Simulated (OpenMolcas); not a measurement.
## O2+: RASPT2 settings compared

| Property | Result |
| --- | --- |
| Program | OpenMolcas |
| Basis | ANO-R1 [3s2p1d] |
| Scalar Hamiltonian | X2C, finite nucleus |
| Active space | 4 electrons in 9 orbitals (RAS2 2s 2p; RAS3 3d, at most 2 electrons) |
| State averaging | 2S+1 = 3 even, 3 roots; 2S+1 = 1 even, 6 roots kept (CI in the orbitals of an earlier block); 2S+1 = 3 odd, 9 roots; 2S+1 = 5 odd, 1 root kept (CI in the orbitals of an earlier block); 2S+1 = 1 odd, 8 roots kept (CI in the orbitals of an earlier block) |
| Spin-orbit coupling | state interaction with AMFI integrals over the reference wave functions, term energies averaged over their components |

Methods on the same reference wave functions:
A. RASSCF
B. SS-RASPT2, IPEA 0 Eh, imaginary shift 0.25 Eh (closed shells correlated: 1s)
C. SS-RASPT2, IPEA 0.1 Eh, sigma1 regulariser 0.1 Eh (closed shells correlated: 1s)
D. SS-RASPT2, IPEA 0.1 Eh, no level shift (closed shells correlated: 1s)

Energies in cm-1 above 2s2 2p2 3P0, the measured ground level; measured values from Moore, Selected Tables of Atomic Spectra, NSRDS-NBS 3, section 11.

```
       Level       A       B       C       D  Measured
 2s2 2p2 3P0     0.0     0.0     0.0     0.0       0.0
 2s2 2p2 3P1     107     107     107     107       113
 2s2 2p2 3P2     316     316     316     316          
 2s2 2p2 1D2   22721   22407   22407   22407     20273
 2s2 2p2 1S0   48700   46969   46977   46977     43186
2s 2p3 5S* 2   57645   56312   56323   56323     60325
2s 2p3 3D* 1  120913  119613  119629  119629          
2s 2p3 3D* 2  120913  119613  119630  119630          
2s 2p3 3D* 3  120916  119616  119632  119632          
2s 2p3 3P* 0  145890  143729  143733  143733          
2s 2p3 3P* 1  145891  143729  143733  143733          
2s 2p3 3P* 2  145891  143730  143734  143734          
2s 2p3 1D* 2  189988  188545  188558  188558    187054
2s 2p3 3S* 1  198379  196763  196781  196781    197088
2s 2p3 1P* 1  217337  214898  214896  214896    210462
```

Deviations, from unrounded energies. A percentage is the sum of absolute deviations over the sum of measured energies, with the sign that they share, or ± where signs differ.

| Against measurement | Levels | A | B | C | D |
| --- | --- | --- | --- | --- | --- |
| mean absolute deviation (cm-1) | 7 | 3100 | 2300 | 2300 | 2300 |
| fine structure of the ground term (%) | 1 | -5.5 | -5.5 | -5.5 | -5.5 |
| other terms of the ground configuration (%) | 2 | +12.5 | +9.3 | +9.3 | +9.3 |
| other configurations (%) | 4 | ±2.1 | ±1.6 | ±1.6 | ±1.6 |

B, C, D lie about equally close to measurement and A furthest from it. The largest miss of D in the table is 2s 2p3 1P* 1, by +4400 cm-1. The ranking rests on the paired levels alone, and a cruder setting can come out closer through cancelling errors.

Among B to D the level of the table that moves most is 2s 2p3 3S* 1, by 17 cm-1 (lowest in B, highest in C).

The two smallest mean deviations differ by little beside CASPT2's spread within terms, so their order carries little weight.

From A to B the spin-free energies of the other terms of 2s2 2p2 shown, above 3P, scale by factors of 0.96 to 0.99.

The lowest spin-free term lies below A's lowest term by 0.004 hartree in B, 0.004 hartree in C, 0.004 hartree in D.

Terms from blocks run as CI alone lack orbitals of their own. Active for correlation alone: 3d; no level in the range computed is led by a configuration that fills it, so any true level of that kind is missing. Measured partners are found by configuration, term and J. A level has none where our copy of the source lacks it or the pairing is in doubt (some pairs that miss far off the trend of their configuration count as doubtful), and it then counts in no deviation. Levels of configurations outside the active space are missing.

* marks odd parity.
